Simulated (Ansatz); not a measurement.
Cost and result for the atomization energy of C$_{2}$H$_{7}$ClGeOS, SMILES `C[O][GeH]([Cl])[S]C` (13 atoms, 12 bonds).

```xyz
13

C     0.677   -1.622   -1.083
O     1.240   -0.401   -0.647
Ge    0.309    1.090   -0.776
Cl   -0.234    1.421   -2.828
S    -1.594    0.929    0.313
C    -0.904    0.616    1.966
H    -0.311   -1.798   -0.642
H     1.348   -2.425   -0.770
H     0.581   -1.650   -2.173
H     1.258    2.187   -0.287
H    -0.331    1.471    2.327
H    -0.284   -0.279    1.973
H    -1.756    0.462    2.627
```

The species carries charge 0 and has multiplicity 1. Correlated methods include outer-core shells of Ge, which these sets cover unevenly. Scalar relativity is left out up to krypton. Geometry: relaxed with PBE0-D4/def2-TZVP. It is one conformer, not always the lowest. Program: Ansatz. All runs use 2 threads of an AMD EPYC 7R13 on a shared host and a share of an NVIDIA H100 80 GB. Times are those of one run each, without the atoms' runs, and a repeat can differ threefold. Electronic energies, without spin–orbit coupling; frozen cores. CCSD(T)/CBS adds CCSD(T) − MP2 in def2-TZVPP to the MP2 limit, and its time is that of the two runs behind it. T1 = 0.011. With those shells the extrapolation isn't a true limit. B3LYP takes the VWN-RPA correlation (the form of Gaussian; ORCA's B3LYP/G).

CCSD(T)/CBS is a level of theory with its own doubt, some kJ/mol a heavy atom from the limit and from the frozen cores, so smaller differences don't rank the functionals.

```
                             level  functions  atomization (kcal/mol)  difference from CCSD(T)/CBS  per bond
  ωB97M-V/def2-TZVPP (with forces)        323                  1090.9                         -0.3       0.0
                 CCSD(T)/CBS(def2)          –                  1091.2                          0.0       0.0
 B3LYP-D4/def2-TZVPP (with forces)        323                  1083.3                         -7.9      -0.7
                CCSD(T)/def2-TZVPP        323                  1064.1                        -27.1      -2.3
                    MP2/def2-QZVPP        610                  1097.4                          6.2       0.5
   PBE-D4/def2-TZVPP (with forces)        323                  1107.8                         16.6       1.4
                 B2PLYP/def2-TZVPP        323                  1073.0                        -18.2      -1.5
                PBE0-D4/def2-TZVPP        323                  1089.8                         -1.4      -0.1
r2SCAN-D4/def2-TZVPP (with forces)        323                  1094.0                          2.8       0.2
                ωB97X-V/def2-TZVPP        323                  1094.3                          3.1       0.3
```

Task: Order the runs by time, with rough figures. (An estimate is asked.)

Result: The calculation gave: PBE0-D4/def2-TZVPP 2.5 s; B2PLYP/def2-TZVPP 2.5 s; PBE-D4/def2-TZVPP (with forces) 2.9 s; r2SCAN-D4/def2-TZVPP (with forces) 3.1 s; ωB97M-V/def2-TZVPP (with forces) 3.7 s; B3LYP-D4/def2-TZVPP (with forces) 3.9 s; ωB97X-V/def2-TZVPP 4.6 s; MP2/def2-QZVPP 5.5 s; CCSD(T)/def2-TZVPP 6 s; CCSD(T)/CBS(def2) 12 s.

From PBE to PBE0 (25 % exact exchange), in def2-TZVPP and without D4, the atomization energy moves by −16.9 kcal/mol: exact exchange takes away binding that semilocal exchange gives to molecules. The D4 term adds +13.7 kcal/mol with B3LYP and +7.3 kcal/mol with PBE0; it sums over pairs of atoms, weighted by their polarisabilities, and B3LYP, whose exchange is more repulsive, gets the larger term. In def2-TZVPP, CCSD(T) changes the Hartree–Fock value by +280.2 kcal/mol (the triples alone add +18.0 kcal/mol) and MP2 by +297.7 kcal/mol; breaking electron pairs costs correlation energy, which Hartree–Fock lacks.
